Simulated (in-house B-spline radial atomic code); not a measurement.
A run on Bi- that did not converge. Method: scalar-relativistic (X2C) PBE0, spin-polarised, spherical fractional occupations, exact exchange averaged over the configuration, Fermi nucleus of rms radius 5.5211 fm; computed with an all-electron radial atomic-structure program (B-spline basis).

Command:
```bash
python run_scf.py task.json out
```
Settings (nuclear radius in fm, mass in u):
```
Z                83
configuration    [Xe] 4f14 5d10 6s2 6p4
hamiltonian      x2c
method           pbe0
spin_polarised   True
nucleus          fermi
rms_radius       5.5211
atomic_mass      208.9804
speed_of_light   137.035999084
exact_exchange   averaged over the configuration
```

First and last ten iterations of the last attempt (damped for 15 steps, keeping 80 % of the old Fock matrix, then DIIS):
```
 iter        energy (Eh)    residual
    1      -21534.074584    8.94e-01
    2      -21533.790468    2.09e-01
    3      -21535.042834    1.10e-01
    4      -21535.290207    5.99e-02
    5      -21535.364294    3.28e-02
    6      -21535.387683    2.11e-02
    7      -21535.395458    1.59e-02
    8      -21535.398207    1.22e-02
    9      -21535.399254    9.35e-03
   10      -21535.399705    7.23e-03
  111      -21535.353701    1.36e-02
  112      -21535.354544    1.36e-02
  113      -21535.358004    1.31e-02
  114      -21535.318296    1.96e-02
  115      -21534.064679    1.00e-01
  116      -21534.127421    8.74e-02
  117      -21535.369108    1.78e-02
  118      -21535.385947    1.12e-02
  119      -21535.394725    6.40e-03
  120      -21535.398599    3.20e-03
 not converged after 120 iterations
```

The smallest residual met was 1.5e-03; the threshold is about 8e-07. No energy from this run should be used. Time taken, with all properties: 11 s on 1 thread of Arm Neoverse N1 (shared host).
